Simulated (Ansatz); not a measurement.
```xyz
4

C     0.0000    0.0000   -0.4398
C     0.0000    0.0000    0.7562
H     0.0000   -0.8723   -0.9492
H     0.0000    0.8723   -0.9492
```

Basis set: def2-TZVP (spherical functions). Left uncorrelated: 2 orbitals. Charge 0, multiplicity 1.

Computed with Ansatz (development build ahead of 0.2.0); each method stands on the lowest determinant of its kind that the runs found. Restricted open shells among the atoms or ions are ROHF, correlated in semicanonical orbitals with singles.

The atomization energy at this shape (free ground-state atoms in the same class of orbitals less the molecule, no zero-point energy) of singlet C₂H₂:

```csv
method,atomization energy
RHF,10.93 eV
```

Question: What does RHF-MP2 give?

Answer: 14.46 eV. Caution: the shape is not the minimum.
